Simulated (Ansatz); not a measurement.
Consider the isomerisation: `[CH3][SnH]([OH])[AlH2]` → `[CH3][SnH2][O][AlH2]`.

Isolated molecules relaxed with PBE0-D4/def2-TZVP in Ansatz; ΔE leaves out vibrations. CBS: MP2 limit from def2 TZ/QZ plus the TZ coupled-cluster correction, frozen cores. Functionals use def2-TZVPP. B3LYP here is the variant with VWN-RPA as its local correlation; programs differ in this. def2 core potentials past Kr. For Sn outer-core shells are correlated without core-valence functions, which leaves a few kJ/mol of doubt a bond. One conformer a species, not always the lowest.

`[CH3][SnH]([OH])[AlH2]`:

Z-matrix (Å, degrees):
```
C
Sn 1 2.137
H 1 1.090 2 110.7
H 1 1.090 2 109.8 3 120.7
H 1 1.090 2 108.5 3 -120.0
O 2 1.989 1 100.2 3 176.6
Al 2 2.676 1 118.3 3 -66.3
H 2 1.727 1 108.8 3 65.3
H 6 0.959 2 113.4 1 -177.3
H 7 1.589 2 121.5 1 37.9
H 7 1.589 2 119.4 1 -142.2
```

`[CH3][SnH2][O][AlH2]`:

```xyz
11

C     0.668   -1.459   -0.888
Sn    0.870   -0.367    0.932
O    -0.338    1.167    0.825
Al   -1.582    1.945    0.013
H     1.302   -2.346   -0.873
H    -0.370   -1.765   -1.016
H     0.959   -0.828   -1.728
H     2.429    0.300    1.145
H     0.365   -1.254    2.304
H    -2.189    1.284   -1.299
H    -2.114    3.322    0.584
```

| level | ΔE (kcal/mol) | difference from CCSD(T)/CBS |
| --- | --- | --- |
| PBE-D4 | -23.8 | 4.5 |
| r2SCAN-D4 | -28.2 | 0.1 |
| PBE0-D4 | -25.2 | 3.1 |
| B3LYP-D4 | -28.5 | -0.2 |
| ωB97X-V | -29.1 | -0.8 |
| ωB97M-V | -29.5 | -1.2 |
| B2PLYP | -29.5 | -1.2 |
| PBE | -23.5 | 4.8 |
| r2SCAN | -28.1 | 0.2 |
| PBE0 | -25.0 | 3.3 |
| B3LYP | -28.1 | 0.2 |
| HF/def2-TZVPP | -32.2 | -3.9 |
| MP2/def2-TZVPP | -30.3 | -2.0 |
| SCS-MP2/def2-TZVPP | -30.9 | -2.6 |
| CCSD/def2-TZVPP | -29.8 | -1.5 |
| CCSD(T)/def2-TZVPP | -29.5 | -1.2 |
| HF/def2-QZVPP | -32.8 | -4.5 |
| MP2/def2-QZVPP | -29.8 | -1.5 |
| SCS-MP2/def2-QZVPP | -30.5 | -2.2 |
| HF/CBS(def2) | -32.9 | -4.6 |
| MP2/CBS(def2) | -29.1 | -0.8 |
| CCSD/CBS(def2) | -28.6 | -0.3 |
| CCSD(T)/CBS | -28.3 | 0 |

Largest T1 diagnostic among the species: 0.013.

In def2-TZVPP, CCSD(T) changes the Hartree–Fock value by +2.7 kcal/mol (the triples alone add +0.3 kcal/mol) and MP2 by +1.9 kcal/mol. From PBE to PBE0 (25 % exact exchange), in def2-TZVPP and without D4, ΔE moves by −1.5 kcal/mol.
